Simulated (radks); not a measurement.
Species: Mn. Configuration: [Ar] 3d7 (not the ground configuration). Calculated with a radial shooting solver on a logarithmic mesh with Libxc functionals: Dirac Kohn-Sham, PBEsol, spin-unpolarised, spherical densities, point nucleus; open shells fill j = l - 1/2 first. Some entries of the table are withheld. Estimate them.

| orbital | occ. | eigenvalue (hartree) | <r^2> (bohr^2) |
|---|---|---|---|
| 1s1/2 | 2 | -235.7369 | 0.004994 |
| 2s1/2 | 2 | -27.02337 | (1) |
| 2p1/2 | 2 | -23.11775 | 0.07405 |
| 2p3/2 | 4 | -22.73479 | 0.07571 |
| 3s1/2 | 2 | -2.89519 | 0.8537 |
| 3p1/2 | 2 | (2) | 0.9846 |
| 3p3/2 | 4 | (3) | 1.006 |
| 3d3/2 | 4 | -0.05566 | 3.981 |
| 3d5/2 | 3 | -0.05229 | 4.132 |

Answer. 
(1) 2s1/2 <r^2> (bohr^2): 0.09232
(2) 3p1/2 eigenvalue (hartree): -1.78913
(3) 3p3/2 eigenvalue (hartree): -1.74354
